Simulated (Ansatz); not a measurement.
Isomers of CH4GeO, B3LYP-D3(BJ)/def2-TZVP minima from an xTB search, which can miss the lowest.
Isomer 1, SMILES [CH3][Ge][OH] (charge 0, multiplicity 1):
```csv
atom,x (Å),y (Å),z (Å)
C,-0.8752,0.0765,0.2469
Ge,0.4601,-1.3316,-0.3170
O,1.9561,-0.3532,-0.0663
H,-1.9040,-0.2811,0.1840
H,-0.7738,0.9595,-0.3924
H,-0.6757,0.3839,1.2785
H,1.8126,0.5460,0.2529
```
Isomer 2, SMILES C[O][GeH] (charge 0, multiplicity 1):
```
atom    x (Å)    y (Å)    z (Å)
----  -------  -------  -------
C     -0.7859  -0.1556   0.3129
O      0.0134   0.9856   0.0521
Ge     1.7747   1.0584  -0.2370
H     -1.5560  -0.2396  -0.4581
H     -0.1876  -1.0717   0.3248
H     -1.2791  -0.0361   1.2808
H      2.0205  -0.5411  -0.0889
```

Correlated levels freeze the cores. Filled d and f shells under p-block atoms count as core. MP2 and its Hartree–Fock in cc-pVQZ are density fitted.

The values were computed with Ansatz (Gaussian basis) for Hartree–Fock, density functionals and correlated methods. 

The energy of isomer 2 above isomer 1 is E(isomer 2) − E(isomer 1). Total energies (hartree):

```
level                 isomer 2       isomer 1
---------------  -------------  -------------
HF/cc-pVTZ       -2190.4892788  -2190.5180968
MP2/cc-pVTZ      -2191.0059188  -2191.0421244
HF/cc-pVQZ       -2190.5019213  -2190.5308919
MP2/cc-pVQZ      -2191.0551362  -2191.0922365
CCSD(T)/cc-pVTZ  -2191.0549985  -2191.0883811
```

Task: Work out the energy of isomer 2 above isomer 1 at the basis-set limit: extrapolate the MP2 correlation part as X⁻³, take Hartree–Fock from the larger set, and add the CCSD(T) − MP2 difference of cc-pVTZ.

Result: 
1. Differences (1 hartree = 627.509 kcal/mol): HF/cc-pVTZ 18.084; MP2/cc-pVTZ 22.719; HF/cc-pVQZ 18.179; MP2/cc-pVQZ 23.281; CCSD(T)/cc-pVTZ 20.948.
2. Correlation parts, MP2 less HF: 4.636 in cc-pVTZ (X = 3), 5.102 in cc-pVQZ (X = 4).
3. Limit (4³·(5.102) − 3³·(4.636))/(4³ − 3³) = 5.441; with HF/cc-pVQZ it gives 23.621.
4. CCSD(T) less MP2 in cc-pVTZ: -1.771.
Result: 21.85 kcal/mol, against 22.72 at MP2/cc-pVTZ. It is an estimate of this method's limit, not of the exact value.

Ansatz is an electronic-structure program.
